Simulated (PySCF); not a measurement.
Compound: C₄H₉O₂P.
Atom-mapped SMILES: `[CH3:1][C:2](=[O:3])[P:4]([CH3:5])[CH2:6][OH:7]` (hydrogens: H8, H9, H10 on C1; H11, H12, H13 on C5; H14, H15 on C6; H16 on O7)

Level of theory: core-valence-separated Tamm–Dancoff BHandHLYP/aug-pcX-1 (pcseg-1 on H, def2-SVPD on P) in PySCF, non-relativistic, gas phase, PBE0-D3(BJ)/def2-SVP geometry.

Computed carbon K-edge spectrum, Gaussian lines of 0.5 eV full width, highest printed point 100; it ends one width below the last computed root. Absolute energies from this functional tend to lie a few eV below measured edges; no shift was applied.

| photon energy (eV) | absorption |
| --- | --- |
| 282.5 | 1 |
| 282.6 | 3 |
| 282.7 | 8 |
| 282.8 | 19 |
| 282.9 | 36 |
| 283.0 | 57 |
| 283.1 | 71 |
| 283.2 | 71 |
| 283.3 | 57 |
| 283.4 | 36 |
| 283.5 | 19 |
| 283.6 | 8 |
| 283.7 | 3 |
| 283.8 | 1 |
| 283.9 | 0 |
| 284.0 | 0 |
| 284.1 | 0 |
| 284.2 | 1 |
| 284.3 | 2 |
| 284.4 | 5 |
| 284.5 | 10 |
| 284.6 | 15 |
| 284.7 | 18 |
| 284.8 | 18 |
| 284.9 | 14 |
| 285.0 | 9 |
| 285.1 | 5 |
| 285.2 | 2 |
| 285.3 | 3 |
| 285.4 | 6 |
| 285.5 | 11 |
| 285.6 | 17 |
| 285.7 | 23 |
| 285.8 | 27 |
| 285.9 | 29 |
| 286.0 | 32 |
| 286.1 | 37 |
| 286.2 | 46 |
| 286.3 | 58 |
| 286.4 | 73 |
| 286.5 | 87 |
| 286.6 | 96 |
| 286.7 | 100 |
| 286.8 | 99 |
| 286.9 | 93 |
| 287.0 | 83 |
| 287.1 | 69 |
| 287.2 | 55 |

**Question.** Assign the maxima to core holes.

**Answer.** 3 maxima:
- 283.1 eV: C2 (carbonyl carbon), 283.15 eV, f = 0.080, 1s→π*, 100 % of the height at the exact maximum
- 284.7 eV: C5 (sp3 carbon bound to phosphorus), 284.74 eV, f = 0.020, 99 % of the height at the exact maximum
- 286.7 eV: C1 (methyl carbon next to a carbonyl), 286.65 eV, f = 0.032, 28 % of the height at the exact maximum; C5 (sp3 carbon bound to phosphorus), 286.82 eV, f = 0.026, 21 % of the height at the exact maximum; C1 (methyl carbon next to a carbonyl), 286.45 eV, f = 0.032, 13 % of the height at the exact maximum

Further lines of some strength in the range: C1, 285.74 eV, f = 0.009; C5, 285.75 eV, f = 0.014; C5, 286.15 eV, f = 0.025; C6, 286.57 eV, f = 0.011; C5, 286.61 eV, f = 0.012.

Roots within 0.03 eV on the same or equivalent atoms count as one line; shares under 12 % aren't listed.

Vibrational structure and lifetime widths aren't in the curve. The ionisation threshold wasn't computed; near and above it a finite basis only mimics Rydberg series and continuum.

Conformer computed: `[CH3:1][C:2](=[O:3])[P:4]([CH3:5])[CH2:6][OH:7]`: C1–C2–P4–C5 -76°, C2–P4–C6–O7 51°, H–O7–C6–P4 -65°.

One conformer stands for the species.
